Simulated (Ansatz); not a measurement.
thionyl fluoride (F2OS), SMILES O=S(F)F.

The structure is a stationary point at B3LYP-D3(BJ)/def2-TZVP.

Two levels are set side by side: PBE/def2-SVPD (Ansatz, a quantum-chemistry and plane-wave program) and ωB97X-V/def2-SVPD (Ansatz). Energy differences of separate SCF runs at the same geometry; the states with an electron removed or added have multiplicity 2 and 2. Differences are taken from unrounded values.

```json
[
 {"quantity": "vertical ionisation energy (eV)", "PBE": "12.38"},
 {"quantity": "vertical singlet–triplet gap (eV)", "PBE": "5.35"}
]
```

Problem. These are the PBE values. What does ωB97X-V give? (The exact figures need the calculation; the answer reports its results.)

Solution. 
| quantity | ωB97X-V | PBE minus ωB97X-V |
|---|---|---|
| vertical ionisation energy (eV) | 12.72 | -0.33 |
| vertical singlet–triplet gap (eV) | 5.59 | -0.24 |
